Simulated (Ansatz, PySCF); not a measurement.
SnFI3, SMILES [F][Sn]([I])([I])[I]. Atoms are numbered in the order given.

```xyz
5

F      0.0000     0.0000     2.4210
Sn     0.0000     0.0000     0.4799
I      2.2347     1.2901    -0.2845
I      0.0000    -2.5803    -0.2845
I     -2.2347     1.2901    -0.2845
```
Charge 0, spin multiplicity 1.

Geometry optimised at B3LYP-D3(BJ)/def2-SVP. The structure was generated by enumeration; whether it is a known compound was not checked. The def2 effective core potentials stand for the cores of I, Sn; spin–orbit coupling is left out.

Two levels are set side by side: PBE-D3(BJ)/def2-SVP (Ansatz, a first-principles code) and B3LYP-D3(BJ)/def2-SVP (Ansatz). Each level has its own optimised geometry; the coordinates shown are those of the second. Frequencies come from the Hessian of PySCF at each geometry. Differences are taken from unrounded values.

| quantity | B3LYP-D3(BJ) |
|---|---|
| mean bond length (Å) | 2.504 |
| bond F1–Sn2 (Å) | 1.941 |
| bond Sn2–I3 (Å) | 2.691 |
| bond Sn2–I4 (Å) | 2.691 |
| bond Sn2–I5 (Å) | 2.691 |
| highest harmonic wavenumber (cm⁻¹) | 627 |
| mean harmonic wavenumber (cm⁻¹) | 185 |
| zero-point energy (kcal/mol) | 2.38 |

**Question.** What does PBE-D3(BJ) give, and how far is it from B3LYP-D3(BJ)? (Estimate from the structure and the level; the computed values follow.)

**Answer.** 
```csv
quantity,PBE-D3(BJ),PBE-D3(BJ) minus B3LYP-D3(BJ)
mean bond length (Å),2.510,0.006
bond F1–Sn2 (Å),1.955,0.014
bond Sn2–I3 (Å),2.695,0.004
bond Sn2–I4 (Å),2.695,0.004
bond Sn2–I5 (Å),2.695,0.004
highest harmonic wavenumber (cm⁻¹),605,-22
mean harmonic wavenumber (cm⁻¹),180,-6
zero-point energy (kcal/mol),2.31,-0.07
```
